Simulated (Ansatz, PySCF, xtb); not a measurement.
Torsion H3–B1–Se2–H5 in BH3Se (SMILES B[SeH]); at each angle all else is relaxed with GFN2-xTB, and the levels are single points there.
Geometry at 180° (charge 0, multiplicity 1):
```csv
atom,x (Å),y (Å),z (Å)
B,-0.6336,-0.0105,0.0720
Se,1.0865,-0.6531,0.4093
H,-1.4427,-0.7900,-0.2474
H,-0.8825,1.1241,0.1785
H,1.7585,0.5782,0.7614
```

On the grid 0° to 330°, 270° is the highest and 180° the lowest point at CCSD(T)/CBS(cc-pVTZ, cc-pVQZ).

Cores are frozen in the correlated methods. Filled d and f shells under p-block atoms count as core. CBS(a, b) extrapolates the correlation energy as X⁻³ and adds the Hartree–Fock energy of set b. Rows in 3-21G carry no dispersion term and start afresh at each structure; the Pople sets are all-electron and without relativity.

The values were computed with Ansatz (a program for electronic structure); PySCF for 3-21G rows, the dispersion terms; xtb for the GFN methods. 

```json
[
 {"level": "GFN2-xTB", "energy at 270° less that at 180° (kJ/mol)": "65.6"},
 {"level": "HF/cc-pVQZ", "energy at 270° less that at 180° (kJ/mol)": "69.0"},
 {"level": "BLYP-D3(BJ)/def2-TZVPP", "energy at 270° less that at 180° (kJ/mol)": "87.7"},
 {"level": "B3LYP/3-21G", "energy at 270° less that at 180° (kJ/mol)": "95.2"},
 {"level": "PBE0/def2-TZVPP", "energy at 270° less that at 180° (kJ/mol)": "86.0"},
 {"level": "PBE0-D3(BJ)/def2-TZVPP", "energy at 270° less that at 180° (kJ/mol)": "86.0"},
 {"level": "MP2/cc-pVDZ", "energy at 270° less that at 180° (kJ/mol)": "86.0"},
 {"level": "CCSD/cc-pVDZ", "energy at 270° less that at 180° (kJ/mol)": "84.3"},
 {"level": "CCSD(T)/CBS(cc-pVTZ, cc-pVQZ)", "energy at 270° less that at 180° (kJ/mol)": "?"}
]
```

Task: Complete the blanks.

Result: 
- CCSD(T)/CBS(cc-pVTZ, cc-pVQZ), energy at 270° less that at 180° (kJ/mol): 81.4
